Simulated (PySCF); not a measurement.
**SrCl at M06**

Level: M06. basis Sr x2c-TZVPPall, Cl x2c-TZVPPall; spin-free X2C with a Gaussian nucleus; PySCF 2.14.

* state: ²Σ⁺ (doublet), unpaired electrons σ ↑
* bond length: 2.581 Å
* harmonic wavenumber: 301 cm⁻¹
* force constant: 1.34 mdyn/Å
* rotational constant Be: 0.1012 cm⁻¹
* anharmonicity ωexe: 0.944 cm⁻¹
* vibration–rotation constant αe: 0.000443 cm⁻¹
* well depth De to Sr + Cl: 4.01 eV
* dissociation energy D0: 3.99 eV
* bond order (Mayer): 0.96
* dipole moment (positive dipole means Sr(−)Cl(+)): -4.74 D

Spin–orbit coupling is left out. The state is the lowest determinant that a PBE0 search found; another state may lie lower at other levels.
